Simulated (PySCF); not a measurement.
# UHF on Co⁺ (cobalt, charge +1)

Configuration: [Ar] 3d8, high-spin 3F determinant. All numbers are calculated (PySCF 2.14, the spin-free X2C one-electron Hamiltonian (Gaussian nucleus), in x2c-SVPall (5s3p3d1f, 36 functions)).

| Quantity | Value |
| --- | --- |
| Total energy | -1391.337194 hartree |
| One-electron energy | -1924.3836 hartree |
| Hartree (Coulomb) energy | 591.7055 hartree |
| Exchange energy | -58.6591 hartree |
| ⟨S²⟩ | 2.0048 |
| ⟨L²⟩ | 12.022 |
| Sum of ⟨r⟩ | 17.31 bohr |
| Sum of ⟨r²⟩ | 19.82 bohr² |
| Langevin diamagnetic susceptibility | -15.7 ×10⁻⁶ cm³/mol |
| Time after the integrals | 0.11 s of wall time on 1 thread of Neoverse-V1 (shared host) |

```csv
shell,electrons,mean orbital energy (hartree),spread (hartree),"rms radius, mean of both spins (bohr)"
1s α,1,-285.80395,0,0.0649
1s β,1,-285.80309,0,0.0649
2s α,1,-35.53104,0,0.276
2s β,1,-35.46884,0,0.276
2p α,3,-30.31182,0,0.249
2p β,3,-30.25000,0,0.249
3s α,1,-4.79032,0,0.836
3s β,1,-4.61175,0,0.836
3p α,3,-3.23655,0,0.896
3p β,3,-3.02043,0,0.896
3d α,5,-0.76206,0.04835,1.28
3d β,3,-0.67172,0,1.28
```

Densities and radii are taken from the X2C orbitals without a picture-change correction, which distorts them close to the nucleus.
